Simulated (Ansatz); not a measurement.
Program: Ansatz. Geometries: PBE0-D4/def2-TZVP. ΔE: electronic, gas phase. CBS: MP2 limit from def2 TZ/QZ plus the TZ coupled-cluster correction, frozen cores. DFT in def2-TZVPP. For Ga, Ge outer-core shells are correlated without core-valence functions, which leaves a few kJ/mol of doubt a bond. Scalar relativity is left out up to krypton. Each species was taken in one conformer, which may not be the lowest.

Reaction (substitution at a C–O bond): `CC[O][GeH]([CH3])[F]` + `[OH][GaH2]` → `CC[O][GaH2]` + `[CH3][GeH]([OH])[F]`

`CC[O][GeH]([CH3])[F]`:

Z-matrix (Å, degrees):
```
C
C 1 1.508
H 1 1.092 2 110.6
H 1 1.093 2 110.4 3 -120.2
H 1 1.092 2 110.4 3 119.9
O 2 1.417 1 108.9 3 -60.4
H 2 1.097 1 110.3 3 178.9
H 2 1.100 1 110.0 3 60.8
Ge 6 1.761 2 120.1 1 171.5
C 9 1.924 6 107.5 2 179.8
F 9 1.746 6 106.8 2 63.8
H 9 1.539 6 110.3 2 -49.2
H 10 1.090 9 110.2 6 -174.4
H 10 1.090 9 108.9 6 -54.6
H 10 1.090 9 110.1 6 65.0
```

`[OH][GaH2]`:

```xyz
5

O    -0.729    0.323   -0.996
Ga    0.096   -0.217    0.496
H    -0.151    0.749   -1.630
H     1.633    0.054    0.609
H    -0.848   -0.909    1.521
```

`CC[O][GaH2]`:

Cartesian coordinates in Å:
```
C -0.586 -0.385 1.092
C -0.933 -0.443 -0.379
O 0.019 0.110 -1.247
Ga 1.592 0.882 -0.933
H -1.387 -0.839 1.682
H 0.339 -0.928 1.307
H -0.460 0.646 1.434
H -1.093 -1.489 -0.673
H -1.887 0.076 -0.547
H 2.129 1.037 0.525
H 2.267 1.335 -2.261
```

`[CH3][GeH]([OH])[F]`:

Cartesian coordinates in Å:
```
C -0.936 0.881 -0.335
Ge 0.620 -0.133 0.163
O 0.226 -1.837 -0.080
F 0.894 0.083 1.872
H -1.795 0.505 0.221
H -1.128 0.773 -1.403
H -0.790 1.936 -0.102
H 1.967 0.226 -0.488
H 0.941 -2.433 0.153
```

```json
{"level": "r2SCAN-D4", "ΔE (eV)": "0.08"}
{"level": "PBE", "ΔE (eV)": "0.08"}
```

Task: What does CCSD(T)/CBS give? (Estimate.)

Result: Ansatz gave: +0.10 eV. The listed levels differ from it by -0.02, -0.02 eV.

Largest T1 diagnostic among the species: 0.015.
